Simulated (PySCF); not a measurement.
SnS: everyday levels beside a composite calculation

PySCF; the state is a singlet (closed shell). The composite is CCSD(T) extrapolated to the basis-set limit from two correlation-consistent sets, with core-valence (CV) and scalar-relativistic (SR) terms as its label shows; it has no spin–orbit coupling and nothing beyond (T). Here it is CCSD(T)/CBS(DT)+CV. It gives Re = 2.212 Å, ωe = 488 cm⁻¹ and De = 5.05 eV to Sn + S.

```
      level         basis                           relativity  Re (Å)  ωe (cm⁻¹)  De (eV)
    RHF-MP2      def2-SVP  scalar-relativistic core potentials   2.236        489     4.51
RHF-SCS-MP2  x2c-TZVPPall                        spin-free X2C   2.212        499     4.89
RHF-CCSD(T)    x2c-SVPall                        spin-free X2C   2.247        474     4.41
        PBE      def2-SVP  scalar-relativistic core potentials   2.253        468     5.26
        PBE    x2c-SVPall                        spin-free X2C   2.247        474     5.31
        PBE     def2-SVPD  scalar-relativistic core potentials   2.260        461     5.25
       PW91      def2-SVP  scalar-relativistic core potentials   2.251        468     5.30
       PBE0  x2c-TZVPPall                        spin-free X2C   2.205        504     4.99
  BHandHLYP    x2c-SVPall                        spin-free X2C   2.208        520     4.42
  BHandHLYP     def2-SVPD  scalar-relativistic core potentials   2.222        503     4.42
```

Task: Give the difference of each row from the composite.

Result: 

```tsv
level	basis	ΔRe (pm)	Δωe (%)	ΔDe (eV)
RHF-MP2	def2-SVP	+2.4	+0.2	-0.54
RHF-SCS-MP2	x2c-TZVPPall	+0.0	+2.3	-0.16
RHF-CCSD(T)	x2c-SVPall	+3.5	-2.9	-0.64
PBE	def2-SVP	+4.1	-4.1	+0.21
PBE	x2c-SVPall	+3.5	-2.9	+0.26
PBE	def2-SVPD	+4.8	-5.5	+0.20
PW91	def2-SVP	+3.9	-4.1	+0.25
PBE0	x2c-TZVPPall	-0.7	+3.3	-0.06
BHandHLYP	x2c-SVPall	-0.4	+6.6	-0.63
BHandHLYP	def2-SVPD	+1.0	+3.1	-0.63
```

Task: Which rows come closest in De?

Result: PBE0 in x2c-TZVPPall (-0.06 eV), counted from the composite.

Measured (Huber and Herzberg, Constants of Diatomic Molecules (1979)): Re = 2.209026 Å, ωe = 487.26 cm⁻¹; the composite is off by +2.8 mÅ and +1.1 cm⁻¹.

Correlated steps freeze the inner cores (9 to 23 orbitals); shallow outer-core shells are correlated. Correlated levels converge slowly with the basis: in double zeta they bind strong bonds too weakly, by up to about 1 eV, and carry superposition errors of some tenths. These are scalar-relativistic numbers at best; spin–orbit coupling would shift them, the dissociation energy most. Where the molecule has an RHF reference, its open-shell atoms are computed with UHF. The CCSD T1 diagnostic is raised in SnS, a sign that a single reference may not be enough there.
